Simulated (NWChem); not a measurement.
# InI, singlet; SMILES [In][I]

Results from NWChem. Low-valent species are run as closed-shell singlets; no triplet was tried in these runs. Structure relaxed at the PBE0/def2-SVP level. def2 effective core potentials on In, I; no spin-orbit coupling. Level: PBE0/def2-SVPD; rows give the wavelength of the field.

For field 1065 nm:

- isotropic polarisability (bohr³) = 86.8
- anisotropy (bohr³) = 55.6

### Question
Estimate the same quantities for field static.

### Answer
* **isotropic polarisability (bohr³)**: 84.5
* **anisotropy (bohr³)**: 53.5
